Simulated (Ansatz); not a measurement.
Consider the cleavage of the Si–Ge bond: `C[SiH](N)[GeH3]` + HI → `C[SiH](N)I` + GeH₄.

Computed with Ansatz on PBE0-D4/def2-TZVP structures; ΔE is electronic, products minus reactants. CCSD(T)/CBS adds triple-zeta CCSD(T) − MP2 to the extrapolated MP2 energy (def2 sets, frozen cores). DFT in def2-TZVPP. def2 core potentials past Kr. For Ge, I outer-core shells are correlated without core-valence functions, which leaves a few kJ/mol of doubt a bond. Scalar relativity is left out up to krypton. One conformer a species, not always the lowest.

`C[SiH](N)[GeH3]`:

Z-matrix (Å, degrees):
```
C
Si 1 1.867
H 1 1.093 2 110.5
H 1 1.093 2 110.7 3 120.4
H 1 1.093 2 111.0 3 -120.1
N 2 1.728 1 109.2 3 57.6
Ge 2 2.395 1 108.8 3 -177.0
H 2 1.490 1 111.1 3 -58.9
H 6 1.009 2 119.3 1 58.7
H 6 1.008 2 118.7 1 -162.1
H 7 1.544 2 111.0 1 -61.4
H 7 1.543 2 112.8 1 58.5
H 7 1.542 2 111.7 1 179.4
```

HI:

Cartesian coordinates in Å:
```
I -0.090 -0.153 0.785
H 0.090 0.153 -0.785
```

`C[SiH](N)I`:

Z-matrix (Å, degrees):
```
C
Si 1 1.855
H 1 1.093 2 110.6
H 1 1.093 2 110.0 3 120.1
H 1 1.091 2 110.5 3 -119.4
N 2 1.708 1 110.2 3 -60.4
I 2 2.482 1 106.8 3 63.8
H 2 1.481 1 113.9 3 178.7
H 6 1.009 2 119.3 1 50.0
H 6 1.008 2 119.0 1 -169.8
```

GeH₄:

Cartesian coordinates in Å:
```
Ge 0.000 0.000 0.000
H 1.451 0.371 0.333
H -0.768 -0.276 1.299
H -0.018 -1.256 -0.881
H -0.665 1.161 -0.750
```

| level | ΔE (kJ/mol) | difference from CCSD(T)/CBS |
| --- | --- | --- |
| revPBE-D4 | -85.8 | 9.8 |
| r2SCAN-D4 | -93.7 | 1.9 |
| B97M-V | -92.0 | 3.6 |
| r2SCAN0-D4 | -96.7 | -1.1 |
| PBE-QIDH | -97.8 | -2.2 |
| PBE | -85.7 | 9.9 |
| BHLYP | -97.1 | -1.5 |
| LC-ωPBE | -92.2 | 3.4 |
| RPA@PBE/def2-TZVPP | -84.2 | 11.4 |
| HF/def2-SVP | -107.0 | -11.4 |
| CCSD/def2-SVP | -93.3 | 2.3 |
| MP2/def2-TZVPP | -101.4 | -5.8 |
| SCS-MP2/def2-TZVPP | -98.6 | -3.0 |
| CCSD/def2-TZVPP | -89.6 | 6.0 |
| CCSD(T)/def2-TZVPP | -89.3 | 6.3 |
| HF/def2-QZVPP | -107.7 | -12.1 |
| CCSD(T)/CBS | -95.6 | 0 |

(1) What do rigid-rotor, harmonic-oscillator terms from PBE0-D4/def2-TZVP frequencies (298.15 K, 1 bar) make of the CCSD(T)/CBS value? (Best estimate.)

Largest T1 diagnostic among the species: 0.012.

Answers

(1) Computed: ΔZPE = +6.5 kJ/mol, ΔH = -91.7 kJ/mol, ΔS = -16 J/(mol·K), ΔG = -87.0 kJ/mol.

From PBE to PBE0 (25 % exact exchange), in def2-TZVPP and without D4, ΔE moves by −5.3 kJ/mol. At CCSD(T), def2-SVP lies +3.4 kJ/mol from the extrapolated value and def2-TZVPP +6.3 kJ/mol. Leaving LDA and LC-ωPBE aside and taking each functional with its dispersion term where it has one, the values, not all of them listed here, spread over 12.6 kJ/mol, from BHLYP-D4 to revPBE-D4.

CCSD(T)/CBS has its own doubt, a few kJ/mol and more with outer-core shells, so smaller differences from it don't rank the levels.
